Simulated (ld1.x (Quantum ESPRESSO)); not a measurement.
Sr, TM: configuration errors across variants

```
Element                 : Sr
Generator               : ld1.x (Quantum ESPRESSO) 7.5
Type                    : norm-conserving Troullier–Martins (Kleinman–Bylander form)
Functional              : PBE
Relativity              : fully relativistic
Frozen core             : [Kr]
Valence charge          : 2
Reference configuration : 4d0 5s1 5p1
Partial waves           : 5s (bound): rc 3.75 bohr; 5p (bound): rc 4.20 bohr; 4d (bound, empty): rc 2.20 bohr
Local potential         : all-electron potential smoothed inside 1.95 bohr (lloc = -1)
Core correction         : a·sin(br)/r model core inside 1.15 bohr
```

Open shells are filled in proportion to 2j + 1 (rel_dist='average').

All-electron excitation energies from the reference (eV): (1) 4d0 5s2 5p0 -2.298; (2) 4d0 5s1 5p0 3.587; (3) 4d0 5s1.5 5p0 0.041; (4) 4d0.5 5s1.5 5p0 -1.152; (5) 4d1 5s1 5p0 0.027; (6) 4d1 5s0 5p0 5.352.

Tests that are not counted but printed errors over 1 eV. “core correction a·sin(br)/r model core inside 1.36 bohr”: 4d0 5s0 5p1 (solver errors, printed error -2.0 eV).

4 further variants failed, have other tests or another functional or relativity, and are left out.

A true bound ghost makes a file unfit for plane-wave use even where its test errors are small: the radial tests pick states by their node count and pass the ghost by. Where a test does run into it, the solver fails or the error is huge.

Errors AE − PS in meV (a dash: test not solved or not reliable):

```csv
change,(1),(2),(3),(4),(5),(6),bound ghosts
base,-7.4,+0.1,-3.9,-31,-66,-101,"s, p3/2, p1/2"
wave 4d (bound): rc 2.20 bohr becomes 4d (bound): rc 1.36 bohr,-7.4,+0.1,-3.9,-31,-67,-102,"d3/2, s, p3/2, p1/2"
wave 5p (bound): rc 4.20 bohr becomes 5p (bound): rc 5.24 bohr,-5.7,-0.8,-3.4,-29,-64,-100,"s, p3/2, p1/2"
local potential the d channel,-7.6,0.0,-4.0,-32,-67,-101,"s, p3/2, p1/2"
local potential all-electron potential smoothed inside 2.08 bohr (lloc = -1),-7.6,0.0,-3.9,-31,-67,-101,"s, p3/2, p1/2"
core correction a·sin(br)/r model core inside 1.36 bohr,-7.4,+0.1,-3.9,-31,-66,-101,"s, p3/2, p1/2"
```

**Question.** Give the same row for: wave 5s (bound): rc 3.75 bohr becomes 5s (bound): rc 5.48 bohr.

**Answer.** -31, +1.7, -15, -44, -55, -51; bound ghosts: s, p3/2, p1/2.
